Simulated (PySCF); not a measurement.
## C6H8N: g tensor and hyperfine couplings

Compound: C6H8N (doublet state).
Cartesian coordinates in Å at the GFN2-xTB level; atoms count from 1:
```xyz
15
C6H8N angstrom
C      0.9834    2.4110    0.6642
C      0.7507    1.3590    0.1444
C      0.4847    0.0719   -0.4799
C     -0.9698   -0.1861   -0.6599
C     -1.9514    0.2960    0.3290
N      0.9343   -0.9875    0.4157
C      1.6069   -1.9431   -0.0344
H      1.1831    3.3396    1.1097
H      1.0100    0.0253   -1.4537
H     -1.2559   -0.9113   -1.4025
H     -2.8869   -0.2537    0.2595
H     -1.5450    0.2070    1.3390
H     -2.1661    1.3603    0.1791
H      1.8683   -2.7457    0.6397
H      1.9491   -2.0347   -1.0719
```

The hyperfine couplings belong to this conformer and change with its torsions.

Identity: `[CH]([C@@H](C#C)N=C)C` [radical].

Computed, not measured: UKS B3LYP, pcH-1 on C H N, non-relativistic, mean-field spin-orbit, GIAO in PySCF 2.14.0. Isolated species at its GFN2-xTB geometry (one conformer only). Couplings are sensitive to structure, and on GFN2-xTB geometries they can be far from those on DFT ones. The SCF solution wasn't tested for stability.

| Property | Result |
| --- | --- |
| g1, g2, g3 | 2.00211, 2.00244, 2.00298 |
| g_iso | 2.00251 |
| Form of g | rhombic: the two nearest values differ by 38 % of g3 − g1 |
| ⟨S²⟩ | 0.7544 (exact 0.7500) |
| α and β electrons | 26, 25 |
| HOMO–LUMO gap, α and β orbitals | 4.95, 5.38 eV |
| Total energy | -288.06351 Eh |
| Basis functions | 255 |

Isotropic coupling and dipolar principal values T1 to T3, in MHz; ρ(0) is the spin density at the nucleus:

```tsv
atom	isotope	a_iso	T1	T2	T3	Mulliken spin population	ρ(0) (bohr⁻³)
C1	13C	1.2	-0.9	0.0	0.9	0.00	0.0010
C2	13C	15.4	-1.3	-1.2	2.4	0.01	0.0137
C3	13C	-26.2	-1.5	-0.9	2.4	-0.06	-0.0233
C4	13C	99.0	-80.9	-80.2	161.1	1.01	0.0881
C5	13C	-33.0	-2.9	0.5	2.4	-0.08	-0.0293
N6	14N	22.5	-4.2	-1.1	5.3	0.01	0.0696
C7	13C	4.3	-5.9	-4.4	10.3	0.06	0.0038
H8	1H	0.2	-0.8	-0.7	1.5	0.00	0.0001
H9	1H	22.7	-5.9	-3.8	9.7	0.01	0.0051
H10	1H	-61.6	-38.4	-0.6	39.0	-0.04	-0.0138
H11	1H	10.0	-4.7	-3.7	8.5	0.00	0.0022
H12	1H	89.6	-5.0	-3.4	8.4	0.04	0.0201
H13	1H	138.0	-5.7	-4.0	9.6	0.05	0.0309
H14	1H	1.3	-3.1	-1.4	4.4	0.00	0.0003
H15	1H	-3.4	-2.2	-0.8	3.0	0.00	-0.0008
```

The largest Mulliken spin populations are on C4 (+1.01), C5 (-0.08), C3 (-0.06) and C7 (+0.06). No atom but C4 exceeds +0.15. The angles at C4 add up to 358.6°, so it is planar; its axial dipolar tensor and the negative coupling of its proton fit spin in a p orbital normal to that plane.

Under fast tumbling the dipolar parts average out, and these isotropic splittings remain: 3 × 1H (H11/H12/H13, I = 1/2, 4 lines) with 2.83 mT, 1 × 1H (H10, I = 1/2, 2 lines) with 2.20 mT, 1 × 1H (H9, I = 1/2, 2 lines) with 0.81 mT, 1 × 14N (N6, I = 1, 3 lines) with 0.80 mT, 1 × 1H (H15, I = 1/2, 2 lines) with 0.12 mT and 1 × 1H (H14, I = 1/2, 2 lines) with 0.05 mT.

Class means assume fast exchange of nuclei equivalent by connectivity; if that motion is slow, each nucleus keeps its own coupling. The three 1H nuclei of mean +79.2 MHz run from 10.0 to 138.0 MHz in the frozen geometry.

The 13C coupling of C4 (99.0 MHz) shows only in satellite lines or after enrichment, since that isotope makes up about 1.07 % of natural carbon.
